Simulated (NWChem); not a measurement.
System meant: GaHClF; SMILES [F][GaH][Cl]

The following NWChem deck was run.

```
start job
memory heap 200 mb stack 900 mb global 1100 mb
geometry units angstroms noautoz
  Ga    -0.346209    -0.465674     0.001885
  H     -1.806112    -0.969023     0.008167
  F      0.989508    -1.588975    -0.000904
  Cl     0.256866     1.578723    -0.000338
end
basis spherical
  * library def2-svp
end
dft
  xc b3lyp
  iterations 4
  mulliken
end
task dft energy
```

End of the output:

```
    Atom       Charge   Shell Charges
 -----------   ------   -------------------------------------------------------
    1 Ga  31    30.82   2.00  2.00  1.94  0.71  0.30  5.99  5.83  0.97  0.57  7.79  2.04  0.67
    2 H    1     1.07   0.59  0.45  0.02
    3 F    9     9.19   1.98  1.02  0.76  3.20  2.23  0.00
    4 Cl  17    16.93   2.00  1.96  1.04  0.76  5.82  2.24  3.10  0.01

 center of mass
 --------------
 x =   0.00743095 y =  -0.02961173 z =   0.00000000

 moments of inertia (a.u.)
 ------------------
         537.635153093579           0.000000000000           0.000000000000
           0.000000000000         115.567073611931           0.000000000000
           0.000000000000           0.000000000000         653.202226705510

     Multipole analysis of the density
     ---------------------------------

     L   x y z        total         alpha         beta         nuclear
     -   - - -        -----         -----         ----         -------
     0   0 0 0     -0.000000    -29.000000    -29.000000     58.000000

     1   1 0 0     -0.790261     -0.395131     -0.395131      0.000000
     1   0 1 0     -0.014182     -0.007091     -0.007091     -0.000000
     1   0 0 1      0.000000      0.000000      0.000000      0.000000

     2   2 0 0    -26.144361    -43.264744    -43.264744     60.385128
     2   1 1 0      1.759432     -0.531326     -0.531326      2.822084
     2   1 0 1     -0.000000     -0.000000     -0.000000      0.000000
     2   0 2 0    -28.152113   -143.716901   -143.716901    259.281689
     2   0 1 1      0.000000      0.000000      0.000000      0.000000
     2   0 0 2    -22.884011    -11.442005    -11.442005      0.000000

 ------------------------------------------------------------------------
 dft energy failed                                                                                  0
 ------------------------------------------------------------------------
 ------------------------------------------------------------------------
  current input line :
    17: task dft energy
 ------------------------------------------------------------------------
 ------------------------------------------------------------------------
 This type of error is most commonly associated with calculations not reaching convergence criteria
 ------------------------------------------------------------------------
 For more information see the NWChem manual at https://nwchemgit.github.io

0:dft energy failed:Received an Error in Communication
```

Q: Can this run be used? If not, why, and what is the fix?

A: Convergence was not reached. Cause: the SCF was allowed too few iterations. This input runs:
```
start job
memory heap 200 mb stack 900 mb global 1100 mb
geometry units angstroms noautoz
  Ga    -0.346209    -0.465674     0.001885
  H     -1.806112    -0.969023     0.008167
  F      0.989508    -1.588975    -0.000904
  Cl     0.256866     1.578723    -0.000338
end
basis spherical
  * library def2-svp
end
dft
  xc b3lyp
  iterations 150
  mulliken
end
task dft energy
```
It converges to -2485.17891 Ha (B3LYP/def2-SVP).
